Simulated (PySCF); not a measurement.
Vertical excitations of a molecule C2H5NOSi from TDA-PBE/def2-SVPD run with PySCF, as energy in eV (oscillator strength): 6.63 (0.004), 6.77 (0.049), 6.84 (0.000), 6.86 (0.009), 7.03 (0.003), 7.45 (0.082), 7.59 (0.000), 7.72 (0.013), 7.73 (0.029), 7.89 (0.030). Lowest triplet (TDA): 6.26 eV. The structure is a stationary point at ωB97X-D3(BJ)/def2-SVP. One conformer was computed; it need not be the lowest.

Q: Identify the compound among the candidates.
(A) C1=NCO[SiH2]1
(B) C#C[Si@H](N)O
(C) C[SiH2]N=C=O
(D) O=C/N=C/[SiH3]

A: C, C[SiH2]N=C=O
